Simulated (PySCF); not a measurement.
Isomers of C4H13FOSi3.

All values: PBE0/pcSseg-1 (PySCF) at GFN2-xTB geometries, gas phase, one conformer each.

Question: Rank by LUMO energy, highest first.
A. `[CH3:1][SiH:2]([CH3:3])[SiH2:4][C@H:5]([CH:6]=[O:7])[SiH2:8][F:9]` with C1–Si2–Si4–C5 98°, Si2–Si4–C5–C6 -53°, Si4–C5–C6–O7 -21°, Si4–C5–Si8–F9 174°
B. `[F:1][CH2:2][C@@H:3]1[CH2:4][Si@H:5]([CH2:6][SiH3:7])[O:8][SiH2:9]1` with F1–C2–C3–C4 179°, C4–Si5–C6–Si7 -54°, C2–C3–C4–Si5 -158°, C3–C4–Si5–C6 140°, C4–Si5–O8–Si9 -6°, Si5–O8–Si9–C3 -11°
C. `[CH3:1][CH2:2][SiH2:3]/[C:4]([F:5])=[CH:6]\[SiH2:7][O:8][SiH3:9]` with C1–C2–Si3–C4 58°, C2–Si3–C4–F5 -83°, C4–C6–Si7–O8 -47°, C6–Si7–O8–Si9 -173°
D. `[CH3:1][CH2:2][SiH2:3][O:4]/[C:5]([SiH3:6])=[CH:7]/[SiH2:8][F:9]` with C1–C2–Si3–O4 176°, C2–Si3–O4–C5 180°, Si3–O4–C5–Si6 178°, C5–C7–Si8–F9 176°
E. `[F:1][CH2:2]/[CH:3]=[CH:4]/[SiH2:5][C@H:6]([SiH3:7])[O:8][SiH3:9]` with F1–C2–C3–C4 -145°, C3–C4–Si5–C6 -127°, C4–Si5–C6–Si7 59°, Si5–C6–O8–Si9 -122°
F. `[CH3:1][SiH:2]([CH3:3])[SiH2:4][C@@H:5]([F:6])[SiH2:7][CH:8]=[O:9]` with C1–Si2–Si4–C5 -62°, Si2–Si4–C5–F6 57°, Si4–C5–Si7–C8 70°, C5–Si7–C8–O9 -2°

Answer: B (0.40 eV), E (-0.61 eV), D (-0.75 eV), C (-0.88 eV), A (-1.27 eV), F (-1.59 eV).

Question: Rank by the highest Hirshfeld charge on any atom, highest value first.
A. `[F:1][CH2:2][C@@H:3]1[CH2:4][Si@H:5]([CH2:6][SiH3:7])[O:8][SiH2:9]1` with F1–C2–C3–C4 179°, C4–Si5–C6–Si7 -54°, C2–C3–C4–Si5 -158°, C3–C4–Si5–C6 140°, C4–Si5–O8–Si9 -6°, Si5–O8–Si9–C3 -11°
B. `[CH3:1][SiH2:2][Si@@H:3]([CH3:4])[SiH2:5][C@@H:6]([F:7])[CH:8]=[O:9]` with C1–Si2–Si3–C4 54°, Si2–Si3–Si5–C6 38°, Si3–Si5–C6–F7 -55°, Si5–C6–C8–O9 73°
C. `[CH3:1][CH2:2][SiH2:3]/[C:4]([F:5])=[CH:6]\[SiH2:7][O:8][SiH3:9]` with C1–C2–Si3–C4 58°, C2–Si3–C4–F5 -83°, C4–C6–Si7–O8 -47°, C6–Si7–O8–Si9 -173°
D. `[CH3:1][SiH:2]([CH3:3])[SiH2:4][C@H:5]([CH:6]=[O:7])[SiH2:8][F:9]` with C1–Si2–Si4–C5 98°, Si2–Si4–C5–C6 -53°, Si4–C5–C6–O7 -21°, Si4–C5–Si8–F9 174°
E. `[CH3:1][SiH:2]([CH3:3])[SiH2:4][C@@H:5]([F:6])[SiH2:7][CH:8]=[O:9]` with C1–Si2–Si4–C5 -62°, Si2–Si4–C5–F6 57°, Si4–C5–Si7–C8 70°, C5–Si7–C8–O9 -2°
F. `[F:1][CH2:2]/[CH:3]=[CH:4]/[SiH2:5][C@H:6]([SiH3:7])[O:8][SiH3:9]` with F1–C2–C3–C4 -145°, C3–C4–Si5–C6 -127°, C4–Si5–C6–Si7 59°, Si5–C6–O8–Si9 -122°

Answer: D (+0.439 e), A (+0.424 e), C (+0.404 e), F (+0.377 e), E (+0.333 e), B (+0.251 e).

Question: Rank by the lowest Hirshfeld charge on any atom, lowest value first.
A. `[CH3:1][CH2:2][SiH2:3]/[C:4]([F:5])=[CH:6]\[SiH2:7][O:8][SiH3:9]` with C1–C2–Si3–C4 58°, C2–Si3–C4–F5 -83°, C4–C6–Si7–O8 -47°, C6–Si7–O8–Si9 -173°
B. `[CH3:1][SiH:2]([CH3:3])[SiH2:4][C@@H:5]([F:6])[SiH2:7][CH:8]=[O:9]` with C1–Si2–Si4–C5 -62°, Si2–Si4–C5–F6 57°, Si4–C5–Si7–C8 70°, C5–Si7–C8–O9 -2°
C. `[F:1][CH2:2][C@@H:3]1[CH2:4][Si@H:5]([CH2:6][SiH3:7])[O:8][SiH2:9]1` with F1–C2–C3–C4 179°, C4–Si5–C6–Si7 -54°, C2–C3–C4–Si5 -158°, C3–C4–Si5–C6 140°, C4–Si5–O8–Si9 -6°, Si5–O8–Si9–C3 -11°
D. `[CH3:1][SiH2:2][Si@@H:3]([CH3:4])[SiH2:5][C@@H:6]([F:7])[CH:8]=[O:9]` with C1–Si2–Si3–C4 54°, Si2–Si3–Si5–C6 38°, Si3–Si5–C6–F7 -55°, Si5–C6–C8–O9 73°

Answer: C (-0.316 e), A (-0.297 e), D (-0.229 e), B (-0.212 e).

All values together:

| SMILES | μ (D) | HOMO (eV) | LUMO (eV) | lowest IAO charge (e) | highest IAO charge (e) | lowest Hirshfeld charge (e) | highest Hirshfeld charge (e) |
| --- | --- | --- | --- | --- | --- | --- | --- |
| FC/C=C/[SiH2][C@H]([SiH3])O[SiH3] | 1.81 | -7.40 | -0.61 | -0.651 (O) | +0.873 (Si) | -0.218 (O) | +0.377 (Si) |
| CC[SiH2]/C(F)=C\[SiH2]O[SiH3] | 1.71 | -7.64 | -0.88 | -0.891 (O) | +1.016 (Si) | -0.297 (O) | +0.404 (Si) |
| C[SiH](C)[SiH2][C@H](C=O)[SiH2]F | 1.70 | -7.81 | -1.27 | -0.711 (C) | +1.110 (Si) | -0.213 (C) | +0.439 (Si) |
| CC[SiH2]O/C([SiH3])=C/[SiH2]F | 2.58 | -7.41 | -0.75 | -0.584 (O) | +1.099 (Si) | -0.215 (F) | +0.416 (Si) |
| C[SiH](C)[SiH2][C@@H](F)[SiH2]C=O | 0.97 | -7.10 | -1.59 | -0.704 (C) | +0.701 (Si) | -0.212 (C) | +0.333 (Si) |
| C[SiH2][Si@@H](C)[SiH2][C@@H](F)C=O | 2.88 | -7.54 | -1.16 | -0.701 (C) | +0.488 (Si) | -0.229 (O) | +0.251 (Si) |
| FC[C@@H]1C[Si@H](C[SiH3])O[SiH2]1 | 2.45 | -8.10 | 0.40 | -0.892 (O) | +1.130 (Si) | -0.316 (O) | +0.424 (Si) |

Conformers: `[F:1][CH2:2]/[CH:3]=[CH:4]/[SiH2:5][C@H:6]([SiH3:7])[O:8][SiH3:9]` with F1–C2–C3–C4 -145°, C3–C4–Si5–C6 -127°, C4–Si5–C6–Si7 59°, Si5–C6–O8–Si9 -122°; `[CH3:1][CH2:2][SiH2:3]/[C:4]([F:5])=[CH:6]\[SiH2:7][O:8][SiH3:9]` with C1–C2–Si3–C4 58°, C2–Si3–C4–F5 -83°, C4–C6–Si7–O8 -47°, C6–Si7–O8–Si9 -173°; `[CH3:1][SiH:2]([CH3:3])[SiH2:4][C@H:5]([CH:6]=[O:7])[SiH2:8][F:9]` with C1–Si2–Si4–C5 98°, Si2–Si4–C5–C6 -53°, Si4–C5–C6–O7 -21°, Si4–C5–Si8–F9 174°; `[CH3:1][CH2:2][SiH2:3][O:4]/[C:5]([SiH3:6])=[CH:7]/[SiH2:8][F:9]` with C1–C2–Si3–O4 176°, C2–Si3–O4–C5 180°, Si3–O4–C5–Si6 178°, C5–C7–Si8–F9 176°; `[CH3:1][SiH:2]([CH3:3])[SiH2:4][C@@H:5]([F:6])[SiH2:7][CH:8]=[O:9]` with C1–Si2–Si4–C5 -62°, Si2–Si4–C5–F6 57°, Si4–C5–Si7–C8 70°, C5–Si7–C8–O9 -2°; `[CH3:1][SiH2:2][Si@@H:3]([CH3:4])[SiH2:5][C@@H:6]([F:7])[CH:8]=[O:9]` with C1–Si2–Si3–C4 54°, Si2–Si3–Si5–C6 38°, Si3–Si5–C6–F7 -55°, Si5–C6–C8–O9 73°; `[F:1][CH2:2][C@@H:3]1[CH2:4][Si@H:5]([CH2:6][SiH3:7])[O:8][SiH2:9]1` with F1–C2–C3–C4 179°, C4–Si5–C6–Si7 -54°, C2–C3–C4–Si5 -158°, C3–C4–Si5–C6 140°, C4–Si5–O8–Si9 -6°, Si5–O8–Si9–C3 -11°.
